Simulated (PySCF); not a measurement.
Level of theory: B3LYP-D3(BJ)/def2-TZVP in PySCF. Isolated molecules, 0 K electronic values unless said otherwise. B3LYP has the VWN-RPA correlation part, as in Gaussian. Excitations are Tamm–Dancoff values on a coarser integration grid. The basis has no diffuse functions, so Rydberg states are missing or too high.

Reference species (SMILES): `[NH2][Al]([Br])[Br]` (neutral, multiplicity 1).

| Item | Result |
|---|---|
| S1–T1 gap (TDA) | 0.35 eV |
| T1 excitation (TDA) | 5.18 eV |
| HOMO | -7.73 eV |

Changed species: `[NH2][Al]([NH2])[Br]` (2 of 3 Br replaced by NH2; the reference has 1 of 3 Br replaced by NH2).

### Question
What does the change do to the S1–T1 gap (TDA), T1 excitation (TDA) and HOMO?

### Answer
the S1–T1 gap (TDA) hardly moves; the T1 excitation (TDA) falls by 0.07 eV, to 5.11 eV; the HOMO rises by 0.71 eV, to -7.02 eV.
